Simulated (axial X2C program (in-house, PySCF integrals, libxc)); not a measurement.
**Nuclear properties of WSi⁻**

Computed with an axial X2C code built on PySCF integrals: two-component X2C with atomic mean-field Coulomb and Gaunt terms, Gaussian nuclei, basis W dyall-acv3z, Si dyall-av3z with contracted cores.

R = 2.287 Å (near the PBE0 minimum at charge -1 of the determinant lowest at the starting distance; the state shown can have its own minimum elsewhere).

Determinant lowest in the PBE0 search, Ω = 3/2 (⟨Sz⟩ = 1.47, ⟨Lz⟩ = 0.03 at PBE0), spin on the atoms W 2.10, Si -0.63:

```json
{"level": "PBE0", "Eeff magnitude (GV/cm)": "28.6", "Ws magnitude W (kHz)": "18", "A∥/gI W (MHz)": "1060", "qzz W (a.u.)": "-0.42", "A∥/gI Si (MHz)": "48.1", "qzz Si (a.u.)": "-0.44"}
{"level": "HF", "Eeff magnitude (GV/cm)": "58.6", "Ws magnitude W (kHz)": "38.8", "A∥/gI W (MHz)": "773", "qzz W (a.u.)": "-3.57", "A∥/gI Si (MHz)": "5.77", "qzz Si (a.u.)": "-0.41"}
{"level": "PBE50", "Eeff magnitude (GV/cm)": "42.8", "Ws magnitude W (kHz)": "27.6", "A∥/gI W (MHz)": "1180", "qzz W (a.u.)": "-0.68", "A∥/gI Si (MHz)": "51.2", "qzz Si (a.u.)": "-0.54"}
{"level": "BP86", "Eeff magnitude (GV/cm)": "16", "Ws magnitude W (kHz)": "9.58", "A∥/gI W (MHz)": "1070", "qzz W (a.u.)": "-0.73", "A∥/gI Si (MHz)": "35.9", "qzz Si (a.u.)": "-0.36"}
{"level": "B3LYP", "Eeff magnitude (GV/cm)": "15.1", "Ws magnitude W (kHz)": "8.81", "A∥/gI W (MHz)": "780", "qzz W (a.u.)": "-0.09", "A∥/gI Si (MHz)": "37", "qzz Si (a.u.)": "-0.32"}
```

Eeff is the effective electric field on the electron electric dipole moment in this Ω state and Ws the scalar–pseudoscalar constant of the nucleus named (defined with the proton number Z and per Ω); A∥ (defined per Ω) follows by multiplying with gI = μI/(I μN); qzz is the electric field gradient, eQq0 = 234.96 MHz × Q/barn × qzz. The operators were transformed with the bare-nucleus X2C matrices; with these basis sets, hyperfine constants and field gradients can be off by tens of per cent, and where levels differ in sign neither size nor sign is settled.

Problem. With gI(183W) = 0.2356 (g factors from the IAEA table of nuclear moments by Stone), turn the PBE0 values of the first state into constants in MHz.

Solution. A∥(183W) = 1060 × 0.2356 = 250 MHz.

Each state is one determinant with collinear spin, which with several unpaired electrons need not be a pure state. Unrestricted Hartree–Fock can overshoot spin polarisation at the nuclei. For an anion, determinants above electron detachment, or with a positive highest level, are held by the basis set. This is the top spin component of a Σ state; components of lower Ω are not single determinants and can lie lower. With several open shells hyperfine constants can be off by a factor of several. Where Eeff spreads by more than a factor of two the levels disagree and none is to be relied on. In the state Ω = 3/2 the atomic spins oppose each other (2.10, -0.63): a broken-symmetry determinant whose values are not spin-projected. States lie within half an eV, so the first need not be the ground state. Further determinants of the search, some of them spin-mixed, are not shown. Where a field gradient or hyperfine factor spreads by more than a factor of two over the levels, a constant derived from it is not to be relied on.
